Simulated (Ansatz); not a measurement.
Species: bromo(trifluoro)germane, sum formula GeBrF3 (charge 0, singlet). SMILES: [F][Ge]([F])([F])[Br]
Geometry from a B3LYP-D3(BJ)/def2-TZVP (Ansatz, a first-principles code) optimisation:
```
Ge
F 1 1.7117
F 1 1.7117 2 107.12
F 1 1.7117 2 107.12 3 114.65
Br 1 2.2555 2 111.73 3 -122.67
```
Charge 0, spin multiplicity 1.

Computed values are from Ansatz. Correlated levels leave the core frozen unless marked. Open shells are spin-unrestricted. Spin-orbit coupling is left out. The frozen core is the preceding noble-gas configuration, with the filled d and f shells of earlier blocks. Non-relativistic. CBS marks a two-point X^-3 extrapolation of the correlation energy; Hartree-Fock from the larger set (for Q and 5 zeta extrapolated as (X+1)exp(-9√X)). The bracket is a focal-point correction in the basis named.

```
Property                                                                                                                                Result
-------------------------------------------------------------------  -------------------------------------------------------------------------
atomisation energy De                                                                            1789.5 kJ/mol at CCSD(T)/CBS(cc-pVQZ,cc-pV5Z)
vertical ionisation energy (to the doublet)                          12.61 eV at RI-MP2/CBS(aug-cc-pVTZ,aug-cc-pVQZ)+[CCSD(T)-MP2]/aug-cc-pVTZ
vertical electron affinity (to the doublet; negative means unbound)  -0.06 eV at RI-MP2/CBS(aug-cc-pVTZ,aug-cc-pVQZ)+[CCSD(T)-MP2]/aug-cc-pVTZ
vertical triplet-singlet gap                                          6.30 eV at RI-MP2/CBS(aug-cc-pVTZ,aug-cc-pVQZ)+[CCSD(T)-MP2]/aug-cc-pVTZ
total energy                                                                                     -4947.7588 Eh at CCSD(T)/CBS(cc-pVQZ,cc-pV5Z)
dipole moment                                                                                                    1.81 D at CCSD(T)/aug-cc-pVDZ
T1 diagnostic                                                                                                            0.012 at CCSD/cc-pV5Z
```
